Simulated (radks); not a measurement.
Results of a calculation; reference values are marked as such.
Question: Ho, configuration [Xe] 4f11.25 6s1.75 (fractional occupations, a model configuration). Code: a radial shooting solver on a logarithmic mesh with Libxc functionals. Model: scalar-relativistic Kohn-Sham, LDA (Slater exchange, Perdew-Wang correlation), spin-polarised, spherical densities, finite nucleus; open shells are filled with parallel spins first (spin-orbit coupling, left out, can overturn this in heavy ions); Fermi nuclear charge, rms radius 5.2022 fm. Some entries of the table are withheld. Estimate them.

orbital,occ.,eigenvalue (hartree),r(max) (bohr)
1s up,1,-2037.211,0.01313
1s down,1,-2037.210,0.01313
2s up,1,-340.7560,0.07468
2s down,1,-340.7541,0.07468
2p up,3,-302.0505,0.06062
2p down,3,-302.0491,0.06062
3s up,1,-76.04843,0.2115
3s down,1,-76.00618,0.2114
3p up,3,-64.21588,0.2079
3p down,3,-64.17391,0.2078
3d up,5,-49.15213,0.1695
3d down,5,-49.11939,0.1695
4s up,1,-14.98087,0.4839
4s down,1,-14.89378,0.4839
4p up,3,-11.08393,0.5056
4p down,3,-10.99818,0.5055
4d up,5,-5.81572,0.5229
4d down,5,-5.73201,0.5229
5s up,1,-1.83076,1.133
5s down,1,-1.78916,1.138
5p up,3,-0.93140,(1)
5p down,3,-0.90083,(2)
6s up,1,(3),3.400
6s down,0.75,(4),3.438
4f up,7,-0.09781,(5)
4f down,4.25,-0.02665,(6)

Answer: 
(1) 5p up r(max) (bohr): 1.299
(2) 5p down r(max) (bohr): 1.307
(3) 6s up eigenvalue (hartree): -0.13929
(4) 6s down eigenvalue (hartree): -0.13207
(5) 4f up r(max) (bohr): 0.5229
(6) 4f down r(max) (bohr): 0.5243
